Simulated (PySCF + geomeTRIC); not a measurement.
These are BP86-D3(BJ)/def2-SVP (PySCF + geomeTRIC) values and carry that method's errors. fastk is a local helper that only speeds up exchange builds. No frequencies were computed at this level.

```python
import json, numpy as np
from pyscf import gto, dft
from fastk import lowrank_exchange
atoms = """
Hf    -0.000005     0.000004     0.000001
H     -0.494781    -0.389461    -1.753985
H      1.176290    -1.306521     0.618293
H     -1.517591     0.031366     1.081146
H      0.836087     1.664611     0.054544
"""
def scf(charge, spin, dm0=None):
    mol = gto.M(atom=atoms, basis='def2-svp', ecp={'Hf': 'def2-svp'}, charge=charge, spin=spin, verbose=3, max_memory=10080)
    mf = dft.KS(mol, xc='bp86').density_fit(auxbasis="def2-universal-jkfit")
    mf.disp = 'd3bj'
    mf.grids.level = 3
    mf.conv_tol = 1e-8
    mf.max_cycle = 120
    mf.level_shift = 0.25
    mf.kernel(dm0)
    if not mf.converged:
        mf = mf.newton().run(mf.mo_coeff, mf.mo_occ).undo_soscf()
    return mf
mf = scf(0, 0)
from pyscf.geomopt.geometric_solver import kernel as optimize
path = []
done, mol = optimize(mf, maxsteps=120, assert_convergence=False, callback=lambda env: path.append((env["energy"], bool(env["g_scanner"].converged))))
res = dict(converged=bool(done and path[-1][1]), energy=path[-1][0], path=[e for e, c in path], xyz=mol.atom_coords(unit="Angstrom").tolist(), nao=mol.nao)
json.dump(res, open("result.json", "w"))
```

Output:

```
converged SCF energy = -50.3994327942467
Geometry optimization cycle 1
converged SCF energy = -50.3994327939087
cycle 1: E = -50.3994327939  dE = -50.3994  norm(grad) = 0.00425468
Geometry optimization cycle 2
converged SCF energy = -50.3994893421355
cycle 2: E = -50.3994893421  dE = -5.65482e-05  norm(grad) = 0.00234266
Geometry optimization cycle 3
converged SCF energy = -50.399512804109
cycle 3: E = -50.3995128041  dE = -2.3462e-05  norm(grad) = 4.01446e-05
Geometry optimization cycle 4
converged SCF energy = -50.3995128109461
cycle 4: E = -50.3995128109  dE = -6.8371e-09  norm(grad) = 2.44868e-06
<class 'geometric.internal.Distance'> : 4
<class 'geometric.internal.Angle'> : 6
<class 'geometric.internal.TranslationX'> : 1
<class 'geometric.internal.TranslationY'> : 1
<class 'geometric.internal.TranslationZ'> : 1
<class 'geometric.internal.RotationA'> : 1
<class 'geometric.internal.RotationB'> : 1
<class 'geometric.internal.RotationC'> : 1
Step    0 : Gradient = 1.903e-03/2.128e-03 (rms/max) Energy = -50.3994327939
Step    1 : Displace = 1.361e-02/1.522e-02 (rms/max) Trust = 1.000e-01 (=) Grad = 1.048e-03/1.172e-03 (rms/max) E (change) = -50.3994893421 (-5.655e-05) Quality = 0.462
Step    2 : Displace = 4.832e-03/5.405e-03 (rms/max) Trust = 1.000e-01 (=) Grad = 1.795e-05/2.040e-05 (rms/max) E (change) = -50.3995128041 (-2.346e-05) Quality = 0.981
Step    3 : Displace = 8.126e-05/9.292e-05 (rms/max) Trust = 1.414e-01 (+) Grad = 1.095e-06/1.648e-06 (rms/max) E (change) = -50.3995128109 (-6.837e-09) Quality = 0.964
Converged! =D
```

Cost: about 10 core-seconds (a rough figure).
